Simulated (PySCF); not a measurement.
**Os: ionisation energy**

Os [Xe] 4f14 5d6 6s2 (5D) → Os⁺ [Xe] 4f14 5d6 6s1 (6D), as a difference of total energies. Calculation: PySCF 2.14, in def2-TZVPPD with the def2 core potential (60 electrons); a scalar-relativistic core potential. Correlated levels: valence: 5s2 5p6 frozen; valence and next inner shell: nothing frozen outside the core potential. The calculations carry no spin-orbit coupling.

Question: Order these methods by the ionisation energy they give, lowest first.
A. B97-3
B. r2SCAN
C. LC-wPBE
D. revPBE

Answer: C (7.769 eV), B (8.030 eV), D (8.136 eV), A (8.442 eV).

Errors of the correlated levels include the incompleteness of this basis and the frozen core.

MP2 underrates the near-degeneracy of ns² with np² in the lower species.

For comparison: 8.473 eV (measured; NIST levels, between the centres of gravity of the two terms).
